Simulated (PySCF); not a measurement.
## Ti (titanium, neutral): UHF calculation

Configuration: [Ar] 3d2 4s2, high-spin 3F determinant. All numbers are calculated (PySCF 2.14, scalar relativity by spin-free X2C-1e, in aug-cc-pVDZ-DK (7s6p4d2f, 59 functions)).

```json
{"Total energy": "-852.744824 hartree", "One-electron energy": "-1168.4487 hartree", "Hartree (Coulomb) energy": "357.0897 hartree", "Exchange energy": "-41.3858 hartree", "⟨S²⟩": "2.0081", "⟨L²⟩": "12.033", "Sum of ⟨r⟩": "21.54 bohr", "Sum of ⟨r²⟩": "49.84 bohr²", "Langevin diamagnetic susceptibility": "-39.5 ×10⁻⁶ cm³/mol", "Time after the integrals": "0.4 s of wall time on 1 thread of Neoverse-V1 (shared host)"}
```

```csv
shell,electrons,mean orbital energy (hartree),"rms radius, mean of both spins (bohr)"
1s α,1,-184.40939,0.0804
1s β,1,-184.40876,0.0804
2s α,1,-21.67509,0.350
2s β,1,-21.64183,0.350
2p α,3,-17.84355,0.320
2p β,3,-17.80988,0.320
3s α,1,-2.97181,1.08
3s β,1,-2.84475,1.08
3p α,3,-1.87880,1.19
3p β,3,-1.72215,1.19
3d α,2,-0.44023,1.66
4s α,1,-0.23435,4.04
4s β,1,-0.21139,4.04
```

Densities and radii are taken from the X2C orbitals without a picture-change correction, which distorts them close to the nucleus.
